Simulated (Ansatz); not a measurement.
Calculated with Ansatz (gas phase, PBE0-D4/def2-TZVP geometries, no zero-point term in ΔE). CCSD(T)/CBS adds triple-zeta CCSD(T) − MP2 to the extrapolated MP2 energy (def2 sets, frozen cores). This one scheme is used for every species. One conformer a species, not always the lowest.

Consider the ligand exchange at a B–N bond: `B/N=C\Cl` + `C#C[SiH2]O` → `BO[SiH2]C#C` + `N=CCl`.

`B/N=C\Cl`:

Cartesian coordinates in Å:
```
B 0.891 0.668 -0.790
N -0.046 0.117 0.029
C -0.859 -0.455 0.747
Cl -0.923 -2.189 0.940
H 0.614 0.844 -1.940
H 1.949 0.975 -0.326
H -1.625 0.040 1.340
```

`C#C[SiH2]O`:

```xyz
8

C     1.431   -1.577   -0.367
C     0.743   -0.594   -0.238
Si   -0.318    0.884   -0.057
O    -1.459    0.660    1.102
H     2.044   -2.443   -0.478
H    -0.922    1.152   -1.386
H     0.497    2.033    0.388
H    -2.017   -0.116    1.036
```

`BO[SiH2]C#C`:

```xyz
10

B    -0.029    0.244    2.202
O    -0.332   -0.469    1.099
Si   -0.822   -0.002   -0.409
C     0.528   -0.309   -1.589
C     1.410   -0.499   -2.389
H    -0.120    1.444    2.187
H     0.322   -0.353    3.180
H    -1.992   -0.828   -0.776
H    -1.159    1.441   -0.411
H     2.192   -0.669   -3.093
```

`N=CCl`:

Z-matrix (Å, degrees):
```
C
N 1 1.247
Cl 1 1.729 2 121.0
H 1 1.091 2 128.0 3 180.0
H 2 1.019 1 110.5 3 -180.0
```

```
      species  CCSD(T)/CBS(def2) energy (Eh)
   `B/N=C\Cl`                     -579.12291
 `C#C[SiH2]O`                     -442.75166
`BO[SiH2]C#C`                     -468.17507
      `N=CCl`                     -553.70684
```

Question: Work out ΔE.

Answer: ΔE = (-468.17507) + (-553.70684) − (-579.12291) − (-442.75166) = -0.00734 Eh = -19.3 kJ/mol.

Largest T1 diagnostic among the species: 0.014.

From r2SCAN to r2SCAN0 (25 % exact exchange), in def2-TZVPP and without D4, ΔE moves by −5.9 kJ/mol. In def2-TZVPP, CCSD(T) changes the Hartree–Fock value by +15.3 kJ/mol (the triples alone add +2.8 kJ/mol) and MP2 by +18.8 kJ/mol.
